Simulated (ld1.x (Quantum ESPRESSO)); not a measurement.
**Li: variants of one TM semilocal potential**

Base potential:

Li, norm-conserving Troullier–Martins (semilocal form), made with ld1.x (Quantum ESPRESSO) 7.5 (LDA (PZ), scalar-relativistic). Core none, reference 1s2 2s0.75 2p0 (charge +0.25). Waves: 1s (bound): rc 0.60 bohr; 2p (bound, empty): rc 3.90 bohr. Local part: the p channel. Core correction: none.

Occupied shells without a wave of their own: 2s. They enter only through the test configuration that unscreens the potential.

All-electron outer shells of the reference configuration (LDA (PZ), scalar-relativistic, ld1.x):

```csv
shell,level (eV),outermost node (bohr),outermost maximum (bohr)
1s,-52.94,–,0.36
2s,-4.08,0.84,3.01
2p,-2.21,–,3.54
```

Cutoffs, loose and tight: the cutoffs (Ry, on a coarse ladder) from which the occupation-weighted sum of valence levels, in a spherical-Bessel basis at the reference potential, stays within 10 and 1 mRy of its value at 400 Ry. They do not see the model core or the augmentation charge, which bear on the density cutoff. Test errors are all-electron minus pseudo excitation energies from the reference, over the configurations 1s2 2s1 2p0; 1s2 2s0 2p0; 1s2 2s0.5 2p0; 1s2 2s0 2p1; 1s1 2s1 2p0 (two spin-polarised tests are not counted in the largest error). A dash means not determined; rows that change the core or the reference have their own tests.

In the semilocal form every listed channel keeps its own potential, so the choice of the local channel does not act on these tests. It acts once the file is put into the separable form.

A semilocal file is local in each channel, so a ghost entry of none says nothing of the separable form that plane-wave codes build from it.

```csv
change,outcome,"cutoff, loose","cutoff, tight",bound ghosts,largest test error (meV)
base,generated,180 Ry,over 300 Ry,none,+56
reference 1s2 2s1 2p0,generated,180 Ry,over 300 Ry,none,+61
wave 1s (bound): rc 0.60 bohr becomes 1s (bound): rc 0.70 bohr,generated,160 Ry,300 Ry,none,+100
"type ultrasoft, which also changes the form from semilocal to separable; waves now 1s (bound): rc 0.60 bohr; 2s (bound): rc 0.60 bohr; 2p (bound): rcut 3.40, rcutus 3.90 bohr; 2p channel at 1.8 Ry: rcut 3.40, rcutus 3.90 bohr; local potential all-electron potential smoothed inside 1.95 bohr (lloc = -2); augmentation PSQ, radius 0.60 bohr",generated,180 Ry,over 300 Ry,none,+56
wave 2p (bound): rc 3.90 bohr becomes 2p (bound): rc 4.80 bohr,generated,180 Ry,over 300 Ry,none,+56
non-relativistic,generated,180 Ry,over 300 Ry,none,+57
"all radii scaled by about 1.04 (s 0.62, p 4.06 bohr)",generated,180 Ry,over 300 Ry,none,+62
reference 1s2 2s0 2p0,generated,180 Ry,over 300 Ry,none,+34
wave 2p (bound): rc 3.90 bohr becomes 2p (bound): rc 3.78 bohr,generated,180 Ry,over 300 Ry,none,+56
"type PAW, which also changes the form from semilocal to separable; waves now 1s (bound): rc 0.60 bohr; 2s (bound): rc 0.60 bohr; 2p (bound): rcut 3.40, rcutus 3.90 bohr; 2p channel at 4.95 Ry: rcut 3.40, rcutus 3.90 bohr; local potential all-electron potential smoothed inside 1.05 bohr (lloc = -1); augmentation BESSEL, radius 0.45 bohr",failed: invmat: error in DGETRF,–,–,–,–
```
